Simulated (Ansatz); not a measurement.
The pair A = H2O (SMILES O) (first 3 atoms), B = SiH4 (SMILES [SiH4]); geometry from B3LYP-D3(BJ)/def2-TZVP.
(charge 0, multiplicity 1):
```xyz
8

O      0.4646     0.3123     0.3475
H      0.0730    -0.4695    -0.0562
H     -0.1175     1.0418     0.1095
Si    -0.2013    -0.1066     3.3799
H     -0.5898    -1.3214     2.6293
H     -0.5635    -0.3114     4.8052
H     -0.9563     1.0638     2.8793
H      1.2532     0.1270     3.2860
```

Frozen-core correlation. MP2 and its Hartree–Fock in aug-cc-pV(Q+d)Z are density fitted.

Run with Ansatz (a first-principles code) with Gaussian orbitals. 

The counterpoise-corrected interaction energy is E(AB) − E(A in the pair's basis) − E(B in the pair's basis). Total energies (hartree):

```tsv
level	AB	A in the pair's basis	B in the pair's basis
HF/aug-cc-pV(T+d)Z	-367.3240080	-76.0602750	-291.2637028
MP2/aug-cc-pV(T+d)Z	-367.7409935	-76.3292789	-291.4094440
HF/aug-cc-pV(Q+d)Z	-367.3330497	-76.0655687	-291.2674359
MP2/aug-cc-pV(Q+d)Z	-367.7757613	-76.3519114	-291.4214248
CCSD(T)/aug-cc-pV(T+d)Z	-367.7878789	-76.3426310	-291.4428430
```

Question: Work out the counterpoise-corrected interaction energy at the basis-set limit: extrapolate the MP2 correlation part as X⁻³, take Hartree–Fock from the larger set, and add the CCSD(T) − MP2 difference of aug-cc-pV(T+d)Z.

Answer: 
1. Differences (1 hartree = 627.509 kcal/mol): HF/aug-cc-pV(T+d)Z -0.019; MP2/aug-cc-pV(T+d)Z -1.425; HF/aug-cc-pV(Q+d)Z -0.028; MP2/aug-cc-pV(Q+d)Z -1.522; CCSD(T)/aug-cc-pV(T+d)Z -1.509.
2. Correlation parts, MP2 less HF: -1.406 in aug-cc-pV(T+d)Z (X = 3), -1.494 in aug-cc-pV(Q+d)Z (X = 4).
3. Limit (4³·(-1.494) − 3³·(-1.406))/(4³ − 3³) = -1.557; with HF/aug-cc-pV(Q+d)Z it gives -1.586.
4. CCSD(T) less MP2 in aug-cc-pV(T+d)Z: -0.084.
Result: -1.67 kcal/mol, against -1.42 at MP2/aug-cc-pV(T+d)Z. It is an estimate of this method's limit, not of the exact value.
